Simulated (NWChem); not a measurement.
System meant: C₄H₇O₂, doublet; SMILES O1CCOC[CH]1

Here is an NWChem input.

```
start job
memory heap 200 mb stack 900 mb global 1100 mb
geometry units angstroms noautoz
  C      1.288398     0.519563    -0.149512
  C      1.053473    -0.932907     0.100923
  O     -0.233902    -1.343123    -0.292053
  C     -1.209118    -0.505045     0.265652
  C     -1.003839     0.921222    -0.199586
  O      0.288797     1.386601     0.144150
  H      2.280624     0.951874     0.007632
  H      1.193449    -1.167519     1.186030
  H      1.785841    -1.539631    -0.453291
  H     -2.194373    -0.875116    -0.055996
  H     -1.171610    -0.545200     1.374990
  H     -1.126796     0.968156    -1.297081
  H     -1.725688     1.605999     0.268696
end
basis spherical
  * library def2-svp
end
dft
  odft
  mult 3
  xc pbe0
  iterations 150
  mulliken
end
task dft energy
```

End of the output:

```
 Summary of "ao basis" -> "" (spherical)
 ------------------------------------------------------------------------------
       Tag                 Description            Shells   Functions and Types
 ---------------- ------------------------------  ------  ---------------------
 *                          def2-svp                  on all atoms

                                 NWChem DFT Module
                                 -----------------

 Summary of "ao basis" -> "ao basis" (spherical)
 ------------------------------------------------------------------------------
       Tag                 Description            Shells   Functions and Types
 ---------------- ------------------------------  ------  ---------------------
 C                          def2-svp                 6       14   3s2p1d
 O                          def2-svp                 6       14   3s2p1d
 H                          def2-svp                 3        5   2s1p

 Summary of "ao basis" -> "ao basis" (spherical)
 ------------------------------------------------------------------------------
       Tag                 Description            Shells   Functions and Types
 ---------------- ------------------------------  ------  ---------------------
 C                          def2-svp                 6       14   3s2p1d
 O                          def2-svp                 6       14   3s2p1d
 H                          def2-svp                 3        5   2s1p

  number of electrons :                   47
  multiplicity        :                    3
 ------------------------------------------------------------------------
  no. of electrons and multiplicity not compatible                  47
 ------------------------------------------------------------------------
 ------------------------------------------------------------------------
  current input line :
    28: task dft energy
 ------------------------------------------------------------------------
 ------------------------------------------------------------------------
 There is an error in the input file
 ------------------------------------------------------------------------
 For more information see the NWChem manual at https://nwchemgit.github.io

0: no. of electrons and multiplicity not compatible:Received an Error in Communication
```

Task: Find the fault in this run and fix the input.

Result: The input was rejected before any calculation. Cause: the multiplicity doesn't fit the number of electrons (an even count wants an odd multiplicity, and the reverse). This input runs:
```
start job
memory heap 200 mb stack 900 mb global 1100 mb
geometry units angstroms noautoz
  C      1.288398     0.519563    -0.149512
  C      1.053473    -0.932907     0.100923
  O     -0.233902    -1.343123    -0.292053
  C     -1.209118    -0.505045     0.265652
  C     -1.003839     0.921222    -0.199586
  O      0.288797     1.386601     0.144150
  H      2.280624     0.951874     0.007632
  H      1.193449    -1.167519     1.186030
  H      1.785841    -1.539631    -0.453291
  H     -2.194373    -0.875116    -0.055996
  H     -1.171610    -0.545200     1.374990
  H     -1.126796     0.968156    -1.297081
  H     -1.725688     1.605999     0.268696
end
basis spherical
  * library def2-svp
end
dft
  odft
  mult 2
  xc pbe0
  iterations 150
  mulliken
end
task dft energy
```
It converges to -306.42760 Ha (PBE0/def2-SVP, spin-unrestricted).
